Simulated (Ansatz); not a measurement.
This singlet lies 0.49 eV below the relaxed triplet at the level frozen-core CCSD(T)/cc-pVTZ // B3LYP-D3(BJ)/def2-TZVP (Ansatz, a quantum-chemistry and plane-wave program).

Species: H₂BFGe, SMILES `[BH2][Ge][F]` (lower singlet) (charge 0, multiplicity 1).

Problem. Give a relaxed geometry from B3LYP-D3(BJ)/def2-TZVP in Ansatz.

Solution. Several could match; the one computed here: the end point of this relaxation, one of several conformers (outside a Z-matrix the atoms follow the SMILES, hydrogens last).
Z-matrix (Å, degrees):
```
B
H 1 1.1946
H 1 1.1946 2 117.22
Ge 1 2.1300 2 121.30 3 175.43
F 4 1.7951 1 87.41 2 -87.59
```
